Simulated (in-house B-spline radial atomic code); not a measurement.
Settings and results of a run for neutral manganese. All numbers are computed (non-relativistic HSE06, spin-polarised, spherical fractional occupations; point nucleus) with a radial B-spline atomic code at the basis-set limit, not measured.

Command:
```bash
python run_scf.py task.json out
```
Settings:
```
Z                25
configuration    [Ar] 3d5 4s2
hamiltonian      nr
method           hse06
spin_polarised   True
```

Output (hartree, bohr):
```
 radial grid: 57 intervals, B-splines of order 8, outer radius 50 bohr

 iter        energy (Eh)    residual
    1       -1138.612450    3.70e-01
    2       -1143.618482    4.92e-01
    3       -1150.326808    1.12e-01
    4       -1150.757403    3.85e-02
    5       -1150.803658    5.88e-03
    6       -1150.805744    2.90e-03
    7       -1150.805933    1.41e-03
    8       -1150.806010    1.85e-04
    9       -1150.806012    1.13e-05
   10       -1150.806012    8.40e-07
   11       -1150.806012    1.55e-07

 total energy                     -1150.80601
 kinetic                            1149.8862
 electron-nucleus                  -2735.0829
 Hartree                             486.2569
 exact exchange                      -12.3444
 exchange-correlation                -39.5217

 orbital      occ     eigenvalue          <r>       <r^2>       <1/r>       r_max
 1s up      1.000      -235.7711    0.0615506  0.00508092     24.5224     0.04053
 1s down    1.000      -235.7717    0.0615502   0.0050808     24.5224     0.04053
 2s up      1.000       -27.4767      0.28222   0.0940033     5.22592       0.235
 2s down    1.000       -27.3883     0.281643   0.0935771     5.23655      0.2348
 2p up      3.000       -23.5054     0.248428   0.0758403     5.16584      0.1897
 2p down    3.000       -23.4314     0.247706   0.0753333     5.17688      0.1894
 3s up      1.000        -3.3584     0.859061    0.851131      1.6379      0.7433
 3s down    1.000        -3.1212     0.862394    0.858523     1.62969      0.7436
 3p up      3.000        -2.2081     0.907268    0.969872     1.51145      0.7561
 3p down    3.000        -1.9535     0.914704    0.988085     1.49845       0.757
 3d up      5.000        -0.3776      1.16752     1.79636      1.1531      0.7622
 4s up      1.000        -0.2111      3.06971     10.9133    0.421983       2.512
 4s down    1.000        -0.1722      3.34516     13.0104    0.383159       2.707

 Slater integrals (Eh)
   F0(3d up,3d up)               0.801604
   F2(3d up,3d up)               0.364929
   F4(3d up,3d up)               0.225958
   F0(3d up,4s up)               0.374734
   G2(3d up,4s up)               0.045190
   F0(3d up,4s down)             0.347159
   F0(4s up,4s up)               0.294661
   F0(4s up,4s down)             0.281866
   F0(4s down,4s down)           0.270704
```

Run time, properties included: 1.4 s on 1 thread of Arm Neoverse N1, on a shared host.
